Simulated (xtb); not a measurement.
C₄H₁₀Zn, triplet, geometry from GFN2-xTB (such geometries of metal compounds can be far from the true shape) (a higher spin typed on purpose: for a closed-shell molecule this is an excited state); GFN2-xTB in xtb.

Input for xtb:
```
$ xtb coord --gfn 2 --uhf 2 --json

# file coord
$coord
     -0.7091949205       0.3447610106       1.8772438411  zn
      3.2112203152      -1.2961548908      -0.0477335937  c
      2.8910853462      -4.0879512107      -0.3643570925  c
      4.6026745858      -0.7721695711       1.3632956506  h
      3.4601295412      -0.2771985206      -1.8021820108  h
      1.3816120478      -4.5223205964      -1.6939015164  h
      2.4755813799      -5.0056457750       1.4324067900  h
      4.6277270819      -4.9466654952      -1.1046919405  h
     -2.2312078934       0.8200285104      -2.5079494972  c
     -1.4907424843       3.4068363355      -3.3779033246  c
     -4.2508680526       0.5697250444      -2.2631815870  h
     -1.3829298294      -0.6989619212      -3.5807724160  h
      0.5553163930       3.6118178195      -3.4599950494  h
     -2.2533966041       4.8641151338      -2.1377777929  h
     -2.2221304428       3.7779210987      -5.2828546513  h
$end
```

It wrote (shortened):

```
   ID    Z sym.   atoms
    1   30 zn     1
    2    6 c      2, 3, 9, 10
    3    1 h      4-8, 11-15

           -------------------------------------------------
          |                Calculation Setup                |
           -------------------------------------------------

molecular fragmentation (1/2 indicates fragments):
111121112222222
# atoms in fragment 1/2:     7     8
 fragment masses (1/2) :       93.43       30.07
CMA distance (Bohr)    :   5.450
constraining FC (au)   :  0.0500

           -------------------------------------------------
          |                 G F N 2 - x T B                 |
           -------------------------------------------------

          ...................................................
          :                      SETUP                      :
          :.................................................:
          :  # basis functions                  30          :
          :  # atomic orbitals                  30          :
          :  # shells                           20          :
          :  # electrons                        28          :
          :  max. iterations                   250          :
          :  Hamiltonian                  GFN2-xTB          :
          :  restarted?                      false          :
          :  GBSA solvation                  false          :
          :  PC potential                    false          :
          :  electronic temp.          300.0000000     K    :
          :  accuracy                    1.0000000          :
          :  -> integral cutoff          0.2500000E+02      :
          :  -> integral neglect         0.1000000E-07      :
          :  -> SCF convergence          0.1000000E-05 Eh   :
          :  -> wf. convergence          0.1000000E-03 e    :
          :  Broyden damping             0.4000000          :
          :  net charge                          0          :
          :  unpaired electrons                  2          :
          ...................................................

 iter      E             dE          RMSdq      gap      omega  full diag
   1    -14.0714493 -0.140714E+02  0.700E+00    3.68       0.0  T
   2    -14.1773095 -0.105860E+00  0.223E+00    5.70       1.0  T
   3    -14.2352936 -0.579841E-01  0.226E+00    5.06       1.0  T
   4    -14.2645256 -0.292320E-01  0.410E-01    5.63       1.0  T
   5    -14.2646390 -0.113428E-03  0.112E-01    5.63       1.0  T
   6    -14.2646633 -0.243211E-04  0.406E-02    5.63       1.0  T
   7    -14.2646630  0.329706E-06  0.139E-02    5.63       1.9  T
   8    -14.2646639 -0.885428E-06  0.279E-03    5.63       9.3  T
   9    -14.2646639  0.182228E-07  0.124E-03    5.63      20.8  T
  10    -14.2646639 -0.208938E-07  0.408E-04    5.63      63.3  T
  11    -14.2646639 -0.228969E-08  0.255E-04    5.63     101.2  T

   *** convergence criteria satisfied after 11 iterations ***

 transition dipole moment (au) for excitation:          14          15
     X       Y       Z
  -1.5718   0.8195  -0.7470  total (au/Debye):    1.924   4.889
 dE (eV)             :    1.200
 oscillator strength :  0.15385E+00

         :::::::::::::::::::::::::::::::::::::::::::::::::::::
         ::                     SUMMARY                     ::
         :::::::::::::::::::::::::::::::::::::::::::::::::::::
         :: total energy             -14.060174083634 Eh    ::
         :: gradient norm              0.000020005263 Eh/a0 ::
         :: HOMO-LUMO gap              5.629562685220 eV    ::
         ::.................................................::
         :: SCC energy               -14.264639702530 Eh    ::
         :: -> isotropic ES            0.015144164686 Eh    ::
         :: -> anisotropic ES          0.005755081896 Eh    ::
         :: -> anisotropic XC          0.010283124359 Eh    ::
         :: -> dispersion             -0.009306038163 Eh    ::
         :: repulsion energy           0.204465618896 Eh    ::
[...]
        23                          0.1982742               5.3953
        24                          0.2049925               5.5781
        25                          0.2248014               6.1172
        26                          0.2304720               6.2715
       ...                                ...                  ...
        30                          0.3297418               8.9727
      -------------------------------------------------------------
                  HL-Gap            0.2068826 Eh            5.6296 eV
             Fermi-level           -0.2559620 Eh           -6.9651 eV

     #   Z          covCN         q      C6AA      α(0)
     1  30 zn       0.809     0.145   290.504    40.203
     2   6 c        3.232    -0.130    30.388     8.949
     3   6 c        3.750    -0.087    22.220     6.723
     4   1 h        0.925     0.019     2.753     2.595
     5   1 h        0.925     0.024     2.666     2.553
     6   1 h        0.925     0.034     2.534     2.489
     7   1 h        0.925     0.030     2.587     2.515
     8   1 h        0.924     0.038     2.480     2.463
     9   6 c        3.232    -0.130    30.392     8.950
    10   6 c        3.750    -0.087    22.220     6.723
    11   1 h        0.925     0.019     2.753     2.595
    12   1 h        0.925     0.025     2.665     2.553
    13   1 h        0.925     0.034     2.535     2.490
    14   1 h        0.925     0.030     2.586     2.515
    15   1 h        0.924     0.038     2.479     2.462

 Mol. C6AA /au·bohr⁶  :       2786.162644
 Mol. C8AA /au·bohr⁸  :      96615.047169
 Mol. α(0) /au        :         96.776004

Wiberg/Mayer (AO) data.
largest (>0.10) Wiberg bond orders for each atom

 ---------------------------------------------------------------------------
     #   Z sym  total        # sym  WBO       # sym  WBO       # sym  WBO
 ---------------------------------------------------------------------------
     1  30 zn   0.969 --     2 c    0.421     9 c    0.421
     2   6 c    3.548 --     3 c    1.068     5 h    0.977     4 h    0.971
                             1 zn   0.421
     3   6 c    3.997 --     2 c    1.068     6 h    0.980     7 h    0.978
                             8 h    0.948
     4   1 h    0.999 --     2 c    0.971
     5   1 h    0.999 --     2 c    0.977
     6   1 h    0.999 --     3 c    0.980
     7   1 h    0.999 --     3 c    0.978
     8   1 h    0.996 --     3 c    0.948
     9   6 c    3.548 --    10 c    1.068    12 h    0.977    11 h    0.971
                             1 zn   0.421
    10   6 c    3.997 --     9 c    1.068    13 h    0.980    14 h    0.978
                            15 h    0.948
    11   1 h    0.999 --     9 c    0.971
    12   1 h    0.999 --     9 c    0.977
    13   1 h    0.999 --    10 c    0.980
    14   1 h    0.999 --    10 c    0.978
    15   1 h    0.996 --    10 c    0.948
 ---------------------------------------------------------------------------

Topologies differ in total number of bonds
Writing topology from bond orders to xtbtopo.mol

molecular dipole:
                 x           y           z       tot (Debye)
 q only:       -0.132       0.065       0.345
   full:        0.015      -0.007      -0.043       0.116
molecular quadrupole (traceless):
                xx          xy          yy          xz          yz          zz
 q only:       -1.535       0.115       1.011      -0.936       0.024       0.524
  q+dip:       -0.436      -0.767       0.318      -0.058      -0.339       0.118
   full:       -0.706      -0.265       1.470       0.125      -0.539      -0.764

           -------------------------------------------------
          | TOTAL ENERGY              -14.060174083634 Eh   |
          | GRADIENT NORM               0.000020005263 Eh/α |
          | HOMO-LUMO GAP               5.629562685220 eV   |
           -------------------------------------------------

normal termination of xtb
```
